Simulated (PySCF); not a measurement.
# Basis-set dependence of SnN⁺ at CCSD(T)

PySCF, ROHF reference; triplet, unpaired electrons π ↑↑; De to Sn⁺ + N without counterpoise correction. Frozen cores follow the default of each basis and core potential.

```tsv
basis	relativity	functions	Re (Å)	ωe (cm⁻¹)	De (eV)	frozen orbitals
cc-pVDZ-PP/cc-pVDZ	scalar-relativistic core potentials	37	2.178	476	1.00	5
def2-SVP	scalar-relativistic core potentials	40	2.174	481	0.99	5
def2-TZVPPD	scalar-relativistic core potentials	93	2.120	531	1.44	5
```

(1) How does each smaller set differ from the one with most functions, def2-TZVPPD?

Correlated steps freeze 5 core orbitals. Correlated levels converge slowly with the basis: in double zeta they bind strong bonds too weakly, by up to about 1 eV, and carry superposition errors of some tenths. These are scalar-relativistic numbers at best; spin–orbit coupling would shift them, the dissociation energy most. For an ion De counts to the pair picked by the measured ionisation energies or electron affinities, which need not be the lowest pair at this level. The state was picked by a PBE0 search and need not be the measured ground state.

Results:

(1) cc-pVDZ-PP/cc-pVDZ: +5.8 pm, -10.4 % in ωe, -0.44 eV in De; def2-SVP: +5.4 pm, -9.4 % in ωe, -0.45 eV in De. All at CCSD(T); the set with most functions is neither the basis-set limit nor always the best.
